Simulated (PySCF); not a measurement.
# I²⁺ (iodine, charge +2): UHF calculation

Configuration: [Kr] 4d10 5s2 5p3, high-spin 4S determinant. Computed with PySCF 2.14 in x2c-TZVPall, with scalar relativity by spin-free X2C-1e.

```json
{
  "Total energy": "-7111.656521 hartree",
  "One-electron energy": "-9713.3324 hartree",
  "Hartree (Coulomb) energy": "2781.5475 hartree",
  "Exchange energy": "-179.8716 hartree",
  "⟨S²⟩": "3.7513",
  "⟨L²⟩": "0.000",
  "Sum of ⟨r⟩": "32.15 bohr",
  "Sum of ⟨r²⟩": "42.35 bohr²",
  "Langevin diamagnetic susceptibility": "-33.5 ×10⁻⁶ cm³/mol",
  "Time after the integrals": "0.31 s of wall time on 1 thread of AMD EPYC 7R43 64-Core Processor (shared host)"
}
```

| shell | electrons | mean orbital energy (eV) | rms radius, mean of both spins (bohr) |
| --- | --- | --- | --- |
| 1s α | 1 | -33352.7 | 0.0311 |
| 1s β | 1 | -33352.5 | 0.0311 |
| 2s α | 1 | -5269.7 | 0.127 |
| 2s β | 1 | -5269.6 | 0.127 |
| 2p α | 3 | -4728.4 | 0.113 |
| 2p β | 3 | -4728.2 | 0.113 |
| 3s α | 1 | -1122.6 | 0.334 |
| 3s β | 1 | -1122.3 | 0.334 |
| 3p α | 3 | -942.52 | 0.335 |
| 3p β | 3 | -942.16 | 0.335 |
| 3d α | 5 | -671.43 | 0.313 |
| 3d β | 5 | -671.29 | 0.313 |
| 4s α | 1 | -231.56 | 0.787 |
| 4s β | 1 | -230.86 | 0.787 |
| 4p α | 3 | -172.45 | 0.845 |
| 4p β | 3 | -171.65 | 0.845 |
| 4d α | 5 | -83.031 | 0.990 |
| 4d β | 5 | -82.464 | 0.990 |
| 5s α | 1 | -45.327 | 2.03 |
| 5s β | 1 | -37.300 | 2.03 |
| 5p α | 3 | -30.295 | 2.37 |

Densities and radii are taken from the X2C orbitals without a picture-change correction, which distorts them close to the nucleus.
